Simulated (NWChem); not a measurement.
Molecule: C$_{2}$H$_{3}$Br; SMILES C=CBr

All runs: NWChem. Structure relaxed at the PBE0/def2-SVP level. Level: PBE0/def2-SVP with SMD (1 M gas to 1 M solution), gas-phase geometry.

For solvent n-hexane:

```
Quantity                                     Result
-------------------------------------------  ------
solvation free energy (kcal/mol)               -2.9
cavity-dispersion-structure term (kcal/mol)    -1.9
dipole in solution (D)                         1.52
```

How do the values read with solvent water instead?


| Property | Result |
|---|---|
| solvation free energy (kcal/mol) | -0.1 |
| cavity-dispersion-structure term (kcal/mol) | 2.1 |
| dipole in solution (D) | 1.78 |
